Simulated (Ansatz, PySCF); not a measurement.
System: CH$_{2}$I (charge 0, doublet). It need not be the lowest isomer of its formula. SMILES: [CH2]I
Geometry: optimised at B3LYP-D3(BJ)/def2-TZVP (Ansatz, a program for electronic structure).

Quantity: vertical electron affinity (to the singlet state of charge -1; a negative value means that the extra electron is unbound and the number depends on the basis; each state is the SCF solution reached for its spin), in eV. Valence correlation only, unless marked. UHF or UKS for open shells. Spin-orbit coupling is left out. The frozen core is the preceding noble-gas configuration, with the filled d and f shells of earlier blocks. Past Kr the def2 sets carry scalar-relativistic core potentials. Anions need diffuse functions: def2-D sets add few. CBS marks a two-point X^-3 extrapolation of the correlation energy; Hartree-Fock from the larger set.

```csv
level,program,vertical electron affinity (eV)
SVWN5/def2-TZVPD,Ansatz,0.65
B3LYP/def2-TZVPD,Ansatz,(withheld)
BHLYP/def2-TZVPD,Ansatz,0.15
M06-2X/def2-TZVPD,PySCF,(withheld)
SCS-MP2/def2-QZVPPD,Ansatz,0.54
CCSD/def2-TZVPPD,Ansatz,(withheld)
CCSD/def2-QZVPPD,Ansatz,0.33
"CCSD(T)/CBS(def2-TZVPPD,def2-QZVPPD)",Ansatz,(withheld)
```

### Question
What belongs in the gaps?

### Answer

- B3LYP/def2-TZVPD, vertical electron affinity (eV): 0.39
- M06-2X/def2-TZVPD, vertical electron affinity (eV): 0.46
- CCSD/def2-TZVPPD, vertical electron affinity (eV): 0.22
- CCSD(T)/CBS(def2-TZVPPD,def2-QZVPPD), vertical electron affinity (eV): 0.50
